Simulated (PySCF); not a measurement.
**Partial charges of `C=CC[C@@H]1C[C@@]1(Cl)CO[SiH3]`**

Species: C₇H₁₃ClOSi.
Structure used (GFN2-xTB), in Å, numbered top down from 1:
```xyz
23
C7H13ClOSi angstrom
C     -3.5778    1.0274    0.3374
C     -2.6364    0.1395    0.5927
C     -1.9996   -0.7424   -0.4374
C     -0.5211   -0.4391   -0.5485
C      0.4460   -1.4734   -1.0598
C      0.4783   -1.0604    0.3783
Cl    -0.0737   -2.2228    1.5809
C      1.6311   -0.2468    0.9311
O      2.0931    0.6352   -0.0375
Si     3.3243    1.6891    0.0544
H     -3.9691    1.1674   -0.6577
H     -4.0054    1.6461    1.1081
H     -2.2565    0.0134    1.5980
H     -2.4733   -0.5876   -1.4094
H     -2.1308   -1.7882   -0.1487
H     -0.3065    0.5903   -0.8126
H      1.2651   -1.1527   -1.6853
H      0.0604   -2.4550   -1.2900
H      1.2927    0.3066    1.8183
H      2.4379   -0.9234    1.2452
H      3.0896    2.6813    1.1069
H      3.2438    2.2242   -1.2937
H      4.5831    0.9983    0.3483
```

Density: PBE0/pcSseg-1 (PySCF); schemes: Mulliken, IAO, Hirshfeld and ESP-fitted. The structure is a single GFN2-xTB conformer in the gas phase; no vibrational or solvent corrections.

Tabulate the Mulliken, IAO, Hirshfeld and ESP-fitted charges.

In e:

| atom | environment | Mulliken | IAO | Hirshfeld | ESP-fitted |
| --- | --- | --- | --- | --- | --- |
| C1 | terminal =CH2 carbon | -0.146 | -0.327 | -0.110 | -0.536 |
| C2 | alkene CH carbon | -0.229 | -0.126 | -0.038 | +0.009 |
| C3 | allylic carbon | -0.088 | -0.259 | -0.071 | -0.203 |
| C4 | three-membered-ring carbon | -0.212 | -0.129 | -0.042 | +0.028 |
| C5 | three-membered-ring carbon | -0.035 | -0.298 | -0.099 | -0.417 |
| C6 | sp3 C–Cl carbon | -0.406 | +0.007 | +0.024 | +0.072 |
| Cl7 | alkyl chlorine | -0.088 | -0.090 | -0.026 | -0.135 |
| C8 | sp3 carbon bound to oxygen | +0.261 | -0.046 | +0.002 | -0.057 |
| O9 | silyl ether oxygen | -0.650 | -0.641 | -0.201 | -0.300 |
| Si10 | oxygen-bound silicon | +0.705 | +0.877 | +0.391 | +0.599 |
| H11 | vinylic hydrogen | +0.105 | +0.141 | +0.042 | +0.207 |
| H12 | vinylic hydrogen | +0.113 | +0.150 | +0.044 | +0.196 |
| H13 | vinylic hydrogen | +0.110 | +0.145 | +0.035 | +0.100 |
| H14 | methylene hydrogen | +0.124 | +0.141 | +0.044 | +0.110 |
| H15 | methylene hydrogen | +0.129 | +0.148 | +0.033 | +0.103 |
| H16 | methine hydrogen | +0.139 | +0.158 | +0.043 | +0.094 |
| H17 | methylene hydrogen | +0.141 | +0.162 | +0.048 | +0.161 |
| H18 | methylene hydrogen | +0.134 | +0.157 | +0.048 | +0.175 |
| H19 | methylene hydrogen | +0.119 | +0.132 | +0.035 | +0.081 |
| H20 | methylene hydrogen | +0.121 | +0.132 | +0.034 | +0.095 |
| H21 | Si–H hydrogen | -0.117 | -0.153 | -0.081 | -0.128 |
| H22 | Si–H hydrogen | -0.110 | -0.126 | -0.074 | -0.129 |
| H23 | Si–H hydrogen | -0.118 | -0.154 | -0.081 | -0.126 |

Mean size of the charges over all atoms: IAO 0.204 e, Mulliken 0.191 e, ESP-fitted 0.177 e, Hirshfeld 0.072 e. Each set sums to the total charge, 0, to within 0.001 e. The Mulliken scheme gives each basis function's population to the atom it is centred on and halves the overlap population of two atoms between them.

Lowest charge. The schemes don't all agree: Mulliken O9 (-0.650); IAO O9 (-0.641); Hirshfeld O9 (-0.201); ESP-fitted C1 (-0.536).

Highest charge. All schemes agree: Mulliken Si10 (+0.705); IAO Si10 (+0.877); Hirshfeld Si10 (+0.391); ESP-fitted Si10 (+0.599).

Sum the charges by element, for elements with more than one atom.

```tsv
element	atoms	Mulliken	IAO	Hirshfeld	ESP-fitted
C	7	-0.856	-1.179	-0.334	-1.103
H	13	+0.889	+1.033	+0.169	+0.939
```

How many electrons does the Mulliken scheme count on C3?

Z − q = 6 − (-0.088) = 6.088.

How closely do the schemes follow one another over all atoms?

Correlation coefficient and root-mean-square difference: IAO with Hirshfeld 0.98, 0.175 e; IAO with ESP-fitted 0.91, 0.119 e; Hirshfeld with ESP-fitted 0.88, 0.146 e; Mulliken with IAO 0.86, 0.140 e; Mulliken with Hirshfeld 0.84, 0.175 e; Mulliken with ESP-fitted 0.66, 0.200 e.
